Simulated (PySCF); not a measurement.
# How the method changes the shape and vibrations of AlBH3NO

All numbers below are calculated, not measured. The program is PySCF 2.14.0, an open-source quantum chemistry code, run on an isolated molecule that a program drew, which may never have been made. The molecule is AlBH3NO (charge 0, singlet), drawn as the SMILES string `OB=[N][AlH2]`.

The geometry was optimised and harmonic frequencies were computed with HF and MP2, all in the cc-pV(D+d)Z basis, for the commonest isotopes, with a restricted reference for singlets and an unrestricted one otherwise, and a frozen core in MP2. Each result is a local minimum of its method.

Geometry at the HF minimum:
```xyz
7
AlBH3NO, angstrom
O    -0.1965    1.9682    0.3188
B     0.8872    1.2301    0.1509
N     1.9183    0.5261    0.0117
Al    3.3585   -0.4555   -0.1979
H    -0.5874    2.3014   -0.4767
H     3.9127   -0.7262   -1.6530
H     4.0974   -1.0652    1.0575
```

Lengths of the bonds as drawn, in Å (atoms numbered as above):
| bond | HF | MP2 |
|---|---|---|
| O1-B2 | 1.322 | 1.345 |
| B2-N3 | 1.256 | 1.282 |
| N3-Al4 | 1.755 | 1.776 |
| O1-H5 | 0.947 | 0.967 |
| Al4-H6 | 1.580 | 1.578 |
| Al4-H7 | 1.579 | 1.577 |

Rotational constants, in GHz:
```
constant,HF,MP2
A,113.2,109.7
B,2.212,2.15
C,2.17,2.109
```

Harmonic frequencies in cm^-1, each column in rising order, so a row needn't be the same motion in every method:
| rank | HF | MP2 |
|---|---|---|
| 1 | 100 | 81 |
| 2 | 101 | 84 |
| 3 | 154 | ? |
| 4 | 469 | 405 |
| 5 | 539 | 467 |
| 6 | 575 | 539 |
| 7 | 610 | 578 |
| 8 | 673 | 643 |
| 9 | 861 | 823 |
| 10 | 1061 | 1013 |
| 11 | 1211 | 1139 |
| 12 | 1979 | 1973 |
| 13 | 1994 | 1978 |
| 14 | 2133 | 2010 |
| 15 | 4152 | 3877 |

**Estimate the missing MP2 frequency from the HF column.**

A single factor s that minimises the squared misfit of MP2 against s times HF over the other rows is sum(HF x MP2) / sum(HF^2) = 0.9495, with an rms misfit of 42 cm^-1. For rank 3 it gives 0.9495 x 154 = 146 cm^-1. The calculation gives 176 cm^-1, 30 cm^-1 above the estimate. The drawn bonds are on average 1.1 % longer in MP2 than in HF.
